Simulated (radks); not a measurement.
Results of a calculation; reference values are marked as such.
Question: Spherical quantum dot in the effective-mass picture: electrons in a well V = -V0 / (1 + exp((r - R)/a)) with V0 = 4.15, R = 12.1, a = 1.4, with a point charge +1 (a donor) at the centre, all in effective atomic units (hartree* = m*/eps^2 hartree, bohr* = eps/m* bohr), one dielectric constant everywhere. Level of theory: non-relativistic Kohn-Sham, LDA (Slater exchange, Perdew-Wang correlation), spin-polarised, spherical densities (a radial shooting solver with Libxc functionals). Levels are named by radial order and angular momentum (1s, 1p, 1d, 2s, ...), and open shells are averaged over m. Results are scaled to m* = 0.187 and eps = 11.4, for which hartree* = 39.15 meV and bohr* = 3.226 nm. At N = 16 the configuration is 1s2 1p6 1d(up 5, down 2) 2s(up 1, down 0). Does electron 17 go into 1f up or 1d down or 2s down?

Answer: Into 1d down. The total energies of the other choices lie higher by 1.05 meV (2s down), 1.78 meV (1f up).
